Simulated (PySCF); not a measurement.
Work out the structure from these simulated measurements.

Formula: C7H4F4O.

* NMR, other nuclei: isotropic shieldings of nuclei other than C and H, by class: 173 (1 O), 251 (3 F), 361 (1 F) ppm [GIAO PBE0/pcSseg-1]
* 1H NMR: chemical shifts (computed TMS as zero) by class: 8.05 (1 H), 5.72 (1 H), 5.59 (1 H), 3.20 (1 H) ppm [GIAO PBE0/pcSseg-1]
* Rotational structure: rotational constants A, B, C: 1.768, 0.513, 0.427 GHz [GFN2-xTB]
* Dipole: 4.22 D [PBE0/pcSseg-1]
* 13C NMR: chemical shifts (computed TMS as zero) by class: 148.2 (1 C), 147.7 (1 C), 141.5 (1 C), 129.7 (1 C), 116.0 (1 C), 96.9 (1 C), 77.2 (1 C) ppm [GIAO PBE0/pcSseg-1]

The electronic properties come from PySCF, for the isolated species, density fitting. Levels stand in brackets. Isolated species at its GFN2-xTB geometry (one conformer only). NMR values are class means; diastereotopic atoms form classes of their own.

**Question.** What is the compound? Reason from the data.

**Answer.** Numbering: `[CH:1]#[C:2][C:3](=[CH2:4])[O:5]/[CH:6]=[C:7](/[F:8])[C:9]([F:10])([F:11])[F:12]`. Its formula, C7H4F4O, gives 4 degrees of unsaturation: 0 rings and 4 π bonds in the structure found. 7 carbons fall into 7 classes; from least to most shielded: vinylic C–F carbon [C7] (148.2 ppm), vinylic carbon bearing oxygen [C3] (147.7 ppm), vinylic carbon bearing oxygen [C6] (141.5 ppm), CF3 carbon [C9] (129.7 ppm), terminal =CH2 carbon [C4] (116.0 ppm), terminal alkyne carbon [C1] (96.9 ppm), alkyne carbon [C2] (77.2 ppm). Hydrogen classes from least to most shielded: 1 H on a vinylic carbon bearing oxygen, C6 (8.05 ppm), 1 H on a terminal =CH2 carbon, C4 (5.72 ppm), 1 H on a terminal =CH2 carbon, C4 (5.59 ppm), 1 H on a terminal alkyne carbon, C1 (3.20 ppm). The other shieldings belong to: 173 ppm, ether oxygen [O5]; 251 ppm, fluorine of a CF3 group [F10/F11/F12]; 361 ppm, vinyl fluorine [F8]. The optimised geometry has point group C1 and is an asymmetric top. Structure: `C#CC(=C)O/C=C(/F)C(F)(F)F`. Computed isomers that give other values at the same levels: `FC1=CCC(C(F)=C(F)F)=CO1` (13C chemical shifts (computed TMS as zero) by class: 168.1 (1 C), 167.2 (1 C), 144.0 (1 C), 137.8 (1 C), 107.9 (1 C), 78.4 (1 C), 25.8 (1 C) ppm). The assignments are read from this structure; whether some other isomer fits the data as well wasn't checked.

Conformer computed: `[CH:1]#[C:2][C:3](=[CH2:4])[O:5]/[CH:6]=[C:7](/[F:8])[C:9]([F:10])([F:11])[F:12]`: C2–C3–O5–C6 2°, C3–O5–C6–C7 177°, C6–C7–C9–F10 -147°.
